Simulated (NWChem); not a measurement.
System meant: NbOClF2; SMILES [F][Nb](=[O])([Cl])[F]

The following NWChem deck was run.

```
start job
memory heap 200 mb stack 900 mb global 1100 mb
geometry units angstroms noautoz
  Nb     0.035362    -0.210148     0.000000
  O      1.637554    -0.702866     0.000000
  F     -0.751840    -0.890193     1.533965
  F     -0.751840    -0.890193    -1.533965
  Cl    -0.002508     2.081363     0.000000
end
basis spherical
  Nb library def2-svp
  O library def2-svp
  F library def2-svp
  Cl library def2-svp
end
ecp
  Nb library def2-ecp
end
dft
  odft
  mult 2
  xc pbe0
  iterations 150
  mulliken
end
task dft energy
```

End of the output:

```
 Summary of "ao basis" -> "" (spherical)
 ------------------------------------------------------------------------------
       Tag                 Description            Shells   Functions and Types
 ---------------- ------------------------------  ------  ---------------------
 Nb                         def2-svp                11       31   5s3p2d1f
 O                          def2-svp                 6       14   3s2p1d
 F                          def2-svp                 6       14   3s2p1d
 Cl                         def2-svp                 8       18   4s3p1d

                                 NWChem DFT Module
                                 -----------------

 Summary of "ao basis" -> "ao basis" (spherical)
 ------------------------------------------------------------------------------
       Tag                 Description            Shells   Functions and Types
 ---------------- ------------------------------  ------  ---------------------
 Nb                         def2-svp                11       31   5s3p2d1f
 O                          def2-svp                 6       14   3s2p1d
 F                          def2-svp                 6       14   3s2p1d
 Cl                         def2-svp                 8       18   4s3p1d

      Symmetry analysis of basis
      --------------------------

        a'         58
        a"         33

  number of electrons :                   56
  multiplicity        :                    2
 ------------------------------------------------------------------------
  no. of electrons and multiplicity not compatible                  56
 ------------------------------------------------------------------------
 ------------------------------------------------------------------------
  current input line :
    26: task dft energy
 ------------------------------------------------------------------------
 ------------------------------------------------------------------------
 There is an error in the input file
 ------------------------------------------------------------------------
 For more information see the NWChem manual at https://nwchemgit.github.io

0: no. of electrons and multiplicity not compatible:Received an Error in Communication
```

Question: Find the fault in this run and fix the input.

Answer: The input was rejected before any calculation. Cause: the multiplicity doesn't fit the number of electrons (an even count wants an odd multiplicity, and the reverse). This input runs:
```
start job
memory heap 200 mb stack 900 mb global 1100 mb
geometry units angstroms noautoz
  Nb     0.035362    -0.210148     0.000000
  O      1.637554    -0.702866     0.000000
  F     -0.751840    -0.890193     1.533965
  F     -0.751840    -0.890193    -1.533965
  Cl    -0.002508     2.081363     0.000000
end
basis spherical
  Nb library def2-svp
  O library def2-svp
  F library def2-svp
  Cl library def2-svp
end
ecp
  Nb library def2-ecp
end
dft
  xc pbe0
  iterations 150
  mulliken
end
task dft energy
```
It converges to -791.56253 Ha (PBE0/def2-SVP with def2 effective core potentials on Nb).
